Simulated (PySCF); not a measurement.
Vertical excitations of a molecule CH₅F₃Si₂ from TDA-B3LYP/def2-SVPD run with PySCF, as energy in eV (oscillator strength): 6.24 (0.035), 6.65 (0.051), 7.29 (0.007), 7.85 (0.033), 7.87 (0.034), 8.26 (0.016), 8.45 (0.375), 8.64 (0.007), 8.86 (0.013), 9.05 (0.014). Lowest triplet (TDA): 5.46 eV. Coordinates come from a PBE0-D3(BJ)/def2-SVP optimisation. The values are those of a single conformer.

Question: Which molecule gave these data?
A) F[SiH2][SiH2]C(F)F
B) F[C@@H]([SiH3])[SiH](F)F
C) F[SiH2]C(F)[SiH2]F
D) C[Si@H](F)[SiH](F)F

Answer: D, C[Si@H](F)[SiH](F)F
